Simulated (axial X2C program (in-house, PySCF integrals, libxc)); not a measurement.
# AsO⁻: properties at the nuclei

Calculated with an axial X2C code built on PySCF integrals: two-component X2C with atomic mean-field Coulomb and Gaunt terms, Gaussian nuclei, basis As dyall-acv3z, O dyall-av3z with contracted cores.

R = 1.681 Å (near the PBE0 minimum at charge -1 of the determinant lowest at the starting distance; the state shown can have its own minimum elsewhere).

Determinant lowest in the PBE0 search, Ω = 1 (⟨Sz⟩ = 1.00, ⟨Lz⟩ = 0.00 at PBE0), spin on the atoms As 0.82, O 0.18:

| level | Eeff magnitude (GV/cm) | Ws magnitude As (kHz) | A∥/gI As (MHz) | qzz As (a.u.) | A∥/gI O (MHz) | qzz O (a.u.) |
| --- | --- | --- | --- | --- | --- | --- |
| PBE0 | 0.109 | 0.0872 | -376 | -0.28 | -33.5 | 0.69 |
| HF | 0.415 | 0.222 | -365 | -0.80 | 38.3 | 0.79 |
| BP86 | 0.0056 | 0.0346 | -338 | -0.15 | -52.1 | 0.63 |
| LDA | 0.112 | 0.0121 | -326 | -0.06 | -60.2 | 0.62 |
| PBE | 0.0253 | 0.048 | -370 | -0.21 | -46.9 | 0.65 |

Determinant 0.57 eV from it at PBE0 and this distance, Ω = 0 (closed shell), highest spinor 63% As p, 19% O p, 10% As d:

```json
{"level": "PBE0", "qzz As (a.u.)": "-0.26", "qzz O (a.u.)": "0.65"}
{"level": "HF", "qzz As (a.u.)": "-0.93", "qzz O (a.u.)": "0.75"}
{"level": "BP86", "qzz As (a.u.)": "-0.14", "qzz O (a.u.)": "0.60"}
{"level": "LDA", "qzz As (a.u.)": "-0.06", "qzz O (a.u.)": "0.61"}
{"level": "PBE", "qzz As (a.u.)": "-0.16", "qzz O (a.u.)": "0.61"}
```

Eeff is the effective electric field on the electron electric dipole moment in this Ω state and Ws the scalar–pseudoscalar constant of the nucleus named (defined with the proton number Z and per Ω); A∥ (defined per Ω) follows by multiplying with gI = μI/(I μN); qzz is the electric field gradient, eQq0 = 234.96 MHz × Q/barn × qzz. The operators were transformed with the bare-nucleus X2C matrices; with these basis sets, hyperfine constants and field gradients can be off by tens of per cent, and where levels differ in sign neither size nor sign is settled.

(1) With gI(75As) = 0.9597, Q(17O) = -0.02558 barn (g factors from the IAEA table of nuclear moments by Stone; Q from Pyykkö, Mol. Phys. 2018), turn the PBE0 values of the first state into constants in MHz.

Each state is one determinant with collinear spin, which with several unpaired electrons need not be a pure state. Unrestricted Hartree–Fock can overshoot spin polarisation at the nuclei. In the state Ω = 1 the sign of Eeff differs between levels (BP86, LDA against PBE0). For an anion, determinants above electron detachment, or with a positive highest level, are held by the basis set. A closed determinant beside an open π² or δ² triplet, such as (π1/2)², mixes with its partner pair into the 0⁺ component of the triplet and ¹Σ⁺, so its energy is not that of a level, and 0⁺ can lie lowest. With several open shells hyperfine constants can be off by a factor of several. Where Eeff spreads by more than a factor of two the levels disagree and none is to be relied on. Open-shell Ω = 0 determinants with evenly filled partner blocks cannot be reached by this program, so the Ω shown need not be the lowest component. The search compared states at one distance, so a state with another bond length can lie lower. The sign of Ws at As differs between levels in the first state. Further determinants of the search, some of them spin-mixed, are not shown. Where a field gradient or hyperfine factor spreads by more than a factor of two over the levels, a constant derived from it is not to be relied on. PBE0 term energies can be off by some tenths of an eV.

## Answers

(1) A∥(75As) = -376 × 0.9597 = -361 MHz; eQq0(17O) = 234.96 × (-0.02558) × (0.69) = -4.15 MHz.
